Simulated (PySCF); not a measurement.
PySCF 2.14 output of an unrestricted PBE0 calculation on a single atom or ion in x2c-TZVPPall with one added diffuse shell each of s, p, d, f type (12s8p8d5f2g, 129 functions), with the spin-free X2C one-electron Hamiltonian (Gaussian nucleus):

```
SCF conv_tol = 1e-09
number electrons alpha = 34  beta = 29
    C. Adamo and V. Barone.,  J. Chem. Phys. 110, 6158 (1999)
    M. Ernzerhof and G. E. Scuseria.,  J. Chem. Phys. 110, 5029 (1999)
cycle= 1 E= -11707.5114429165  delta_E= -0.0179  |g|= 0.301  |ddm|= 0.237
cycle= 2 E= -11707.4893415134  delta_E= 0.0221  |g|= 0.566  |ddm|= 0.321
cycle= 3 E= -11707.5210516126  delta_E= -0.0317  |g|= 0.01  |ddm|= 0.183
cycle= 4 E= -11707.5210704382  delta_E= -1.88e-05  |g|= 0.00418  |ddm|= 0.00763
cycle= 5 E= -11707.5210725836  delta_E= -2.15e-06  |g|= 0.000327  |ddm|= 0.00231
cycle= 6 E= -11707.5210726011  delta_E= -1.75e-08  |g|= 7.28e-05  |ddm|= 0.000167
cycle= 7 E= -11707.5210726017  delta_E= -6.17e-10  |g|= 1.3e-06  |ddm|= 3.6e-05
converged SCF energy = -11707.5210726017  <S^2> = 8.7555492  2S+1 = 6.0018495
```

The run itself started from symmetry-adapted Hartree-Fock orbitals and held the occupation by maximum overlap, on a logarithmic radial grid, so the iterations belong to that start.

**Question.** Which element, charge and spin multiplicity is this?

**Answer.** Tb²⁺ (terbium, charge +2), multiplicity 6; the state was [Xe] 4f9, one real determinant.

⟨L²⟩ = 24.01 against 30 for a pure H term, so this real determinant mixes terms. Spin-orbit coupling, absent here, splits the open shell strongly.
